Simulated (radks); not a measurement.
Initial-state core-level shifts of the tin ion Sn3+ when its valence configuration changes from [Kr] 4d10 5s1. Method: scalar-relativistic Kohn-Sham, r2SCAN, spin-polarised, spherical densities, finite nucleus; open shells are filled with parallel spins first (spin-orbit coupling, left out, can overturn this in heavy ions); meta-GGA in the generalised Kohn-Sham scheme; Fermi nuclear charge, rms radius 4.6519 fm; computed with a radial shooting solver on a logarithmic mesh with Libxc functionals. Shifts are changes of the shell-averaged eigenvalues in eV (positive: less bound); the change of the density at the nucleus, which sets a Mossbauer isomer shift, is in e/bohr^3, on a base of 1.965e+05.

valence	1s	3d	4s	4p	density at nucleus
4d9 5s2	-7.502	-7.671	-6.475	-6.157	+68.82
4d10 5p1	-1.439	-1.419	-1.419	-1.409	-52.29
4d8 5s2 5p1	-16.467	-16.785	-14.159	-13.494	+87.00
4d9 5s1 5p1	-8.673	-8.841	-7.652	-7.324	+12.49
4d8 5s1.5 5p1.5	-17.001	-17.324	-14.691	-14.019	+57.59
4d9.5 5s1 5p0.5	-4.328	-4.412	-3.849	-3.687	+5.80
4d9.5 5s1.5	-3.741	-3.828	-3.249	-3.092	+33.75
4d7.5 5s2 5p1.5	-20.974	-21.364	-17.927	-17.081	+96.97
4d8 5s1 5p2	-17.430	-17.765	-15.139	-14.461	+27.35
